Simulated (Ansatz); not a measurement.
Two members of one family (Same ligands, another metal), computed with Ansatz in the gas phase; def2 core potentials for I, no spin–orbit coupling. The two geometries come from different levels. HOMO and LUMO are taken over both spins. Binding counts from free atoms in the multiplicity of their measured ground term, without zero-point energy. Singlets are spin-restricted. The structures are stationary points that may keep the symmetry of their start. Remarks come from the PBE and PBE0 runs and from stability tests at other levels; not every state was tested. HOMO above LUMO (over both spins in singlets and doublets, within one spin in higher multiplets; at PBE or PBE0), or a gap under 0.15 eV within one spin, warns that the state may not be the lowest or that an electron is smeared out.

First: CrI2 (quintet, charge 0, PBE0-D4/def2-TZVP geometry).

Cartesian coordinates in Å:
```
Cr 0.0000 0.0000 0.0000
I -1.8137 -1.0284 1.4422
I 1.8137 1.0284 -1.4422
```

| level | HOMO (eV) | LUMO (eV) | gap (eV) | binding per atom (eV) |
| --- | --- | --- | --- | --- |
| PBE-D4/def2-TZVP | -5.58 | -5.57 | 0.01 | 1.91 |
| revPBE-D4/def2-TZVP | -5.53 | -5.50 | 0.03 | 1.83 |
| r2SCAN-D4/def2-TZVP | -6.00 | -5.64 | 0.36 | 1.84 |
| B97M-V/def2-TZVP | -5.99 | -5.50 | 0.49 | 1.70 |
| PBE0-D4/def2-TZVP | -7.20 | -4.76 | 2.44 | 1.80 |

Metal–donor distances: 2 × I 2.54 Å. Remarks: near-degenerate levels, HOMO above LUMO, gap within one spin near zero, spin-contaminated (⟨S²⟩ up to 6.20), HOMO above LUMO (singlet), restricted SCF unstable in HF (singlet), spin-contaminated (⟨S²⟩ up to 3.04) (triplet).

Second: MnI2 (sextet, charge 0, B3LYP-D4/def2-TZVP geometry).

```csv
atom,x (Å),y (Å),z (Å)
Mn1,0.0105,-0.0011,0.0050
I2,-0.6432,1.7849,1.6848
I3,0.6327,-1.7838,-1.6898
```

Task: Estimate the same table for the second.

Result: 
| level | HOMO (eV) | LUMO (eV) | gap (eV) | binding per atom (eV) |
| --- | --- | --- | --- | --- |
| PBE-D4/def2-TZVP | -6.37 | -4.40 | 1.96 | 2.23 |
| revPBE-D4/def2-TZVP | -6.31 | -4.27 | 2.05 | 2.15 |
| r2SCAN-D4/def2-TZVP | -6.71 | -3.79 | 2.92 | 2.22 |
| B97M-V/def2-TZVP | -6.67 | -3.81 | 2.86 | 2.04 |
| PBE0-D4/def2-TZVP | -7.56 | -2.98 | 4.58 | 2.13 |

Metal–donor distances: 2 × I 2.54 Å. Remarks: spin-contaminated (⟨S²⟩ up to 2.73) (doublet), spin-contaminated (⟨S²⟩ up to 4.77) (quartet).
